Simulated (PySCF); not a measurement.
## 1,1,1,2,2,3,3-heptafluoropropane, C3HF7

Geometry:
```csv
atom,x (Å),y (Å),z (Å)
F1,-1.171,0.481,-1.577
C2,-0.391,1.094,-0.679
F3,-1.157,1.639,0.272
C4,0.580,0.085,-0.054
F5,1.353,-0.402,-1.036
F6,1.351,0.747,0.821
C7,-0.056,-1.111,0.685
F8,-0.809,-0.686,1.688
F9,-0.802,-1.824,-0.144
F10,0.905,-1.885,1.169
H11,0.203,1.882,-1.177
```

Method: TDDFT CAM-B3LYP/aug-cc-pVDZ excited states, vertical, gas phase (PySCF). Geometry: PBE0-D3(BJ)/def2-SVP.

Singlets 5 and 6 lie within 0.01 eV of each other, so their separate moments and overlaps can depend on how they mix.

Task: How strongly do the lowest singlets absorb one photon, and two photons of half the energy?

Result: δ for parallel linear polarisation; σ at the peak of a Lorentzian of half width 0.1 eV, single beam; Ω is circular over linear.
| state | E (eV) | f | photon λ (nm) | δ (au) | σ (GM) | Ω | main |
| --- | --- | --- | --- | --- | --- | --- | --- |
| S1 | 9.35 | 0.056 | 265 | 54.2 | 1.74 | 0.58 | HOMO→LUMO 0.70, HOMO→LUMO+1 0.11 |
| S2 | 9.50 | 0.001 | 261 | 0.74 | 0.02 | 1.50 | HOMO→LUMO+2 0.74, HOMO→LUMO+10 0.17 |
| S3 | 9.85 | 0.009 | 252 | 37.9 | 1.35 | 0.48 | HOMO→LUMO+1 0.45, HOMO→LUMO 0.20 |
| S4 | 10.47 | 0.075 | 237 | 0.47 | 0.02 | 1.39 | HOMO→LUMO+3 0.63, HOMO→LUMO+1 0.19 |
| S5 | 11.02 | 0.002 | 225 | 1.22 | 0.05 | 1.37 | HOMO−1→LUMO+2 0.39, HOMO→LUMO+5 0.18 |
| S6 | 11.03 | 0.011 | 225 | 12 | 0.53 | 0.47 | HOMO−1→LUMO 0.35, HOMO→LUMO+7 0.09 |

Among these, the strongest one-photon state is S4, the strongest two-photon state S1, with a dipole change of 7.6 D (relaxed, norm of the difference vector).
